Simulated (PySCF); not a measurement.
PySCF 2.14 output of an unrestricted PBE0 calculation on a single atom or ion in aug-cc-pVQZ-PP with one added diffuse shell each of s, p, d, f, g type with ECP28MDF (8s8p6d4f3g, 117 functions), with scalar relativity through the core potential:

```
SCF conv_tol = 1e-09
number electrons alpha = 12  beta = 9
    C. Adamo and V. Barone.,  J. Chem. Phys. 110, 6158 (1999)
    M. Ernzerhof and G. E. Scuseria.,  J. Chem. Phys. 110, 5029 (1999)
cycle= 1 E= -189.953727137322  delta_E= -0.0059  |g|= 0.0412  |ddm|= 0.608
cycle= 2 E= -189.953888778531  delta_E= -0.000162  |g|= 0.0334  |ddm|= 0.209
cycle= 3 E= -189.954188734114  delta_E= -0.0003  |g|= 0.00161  |ddm|= 0.0768
cycle= 4 E= -189.954190001091  delta_E= -1.27e-06  |g|= 0.000134  |ddm|= 0.00894
cycle= 5 E= -189.95419001336  delta_E= -1.23e-08  |g|= 1.31e-05  |ddm|= 0.000496
cycle= 6 E= -189.954190013473  delta_E= -1.13e-10  |g|= 7.61e-07  |ddm|= 4.87e-05
converged SCF energy = -189.954190013473  <S^2> = 3.7520136  2S+1 = 4.0010067
```

The run itself started from symmetry-adapted Hartree-Fock orbitals and held the occupation by maximum overlap, on a logarithmic radial grid, so the iterations belong to that start.

**Question.** Which element, charge and spin multiplicity is this?

**Answer.** In (indium, neutral), multiplicity 4; the state was [Kr] 4d10 5s1 5p2, high-spin 4P determinant (an excited configuration).

Energies and moments cover only the electrons outside the core potential.
